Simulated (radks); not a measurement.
Results of a calculation; reference values are marked as such.
Isoelectronic series with 30 electrons, each ion in its NIST ground configuration. Level of theory: Dirac Kohn-Sham, PBEsol, spin-unpolarised, spherical densities, point nucleus (a radial shooting solver on a logarithmic mesh with Libxc functionals). Total energies (hartree) and orbital eigenvalues (Ry):

ion    configuration  E (hartree)      4s1/2      3d5/2      3d3/2      3p3/2
Zn     [Ar] 3d10 4s2  -1794.66613   -0.44083   -0.73690   -0.76313   -6.04384
Ga+    [Ar] 3d10 4s2  -1942.33102   -1.20251   -2.00427   -2.03828   -7.77490
Ge2+   [Ar] 3d10 4s2  -2096.55146   -2.15202   -3.60029   -3.64351   -9.84755
As3+   [Ar] 3d10 4s2  -2257.31275   -3.26750   -5.48558   -5.53960  -12.21734
Se4+   [Ar] 3d10 4s2  -2424.61466   -4.53784   -7.63913   -7.70569  -14.86074
Br5+   [Ar] 3d10 4s2  -2598.46538   -5.95656  -10.04830  -10.12933  -17.76387
Kr6+   [Ar] 3d10 4s2  -2778.87860   -7.51959  -12.70493  -12.80253  -20.91794
Rb7+   [Ar] 3d10 4s2  -2965.87192   -9.22426  -15.60340  -15.71988  -24.31709
Sr8+   [Ar] 3d10 4s2  -3159.46597  -11.06877  -18.73970  -18.87756  -27.95725
Zr10+  [Ar] 3d10 4s2  -3566.55092  -15.17283  -25.71462  -25.90356  -35.94972
Nb11+  [Ar] 3d10 4s2  -3780.09423  -17.43105  -29.54920  -29.76829  -40.29835
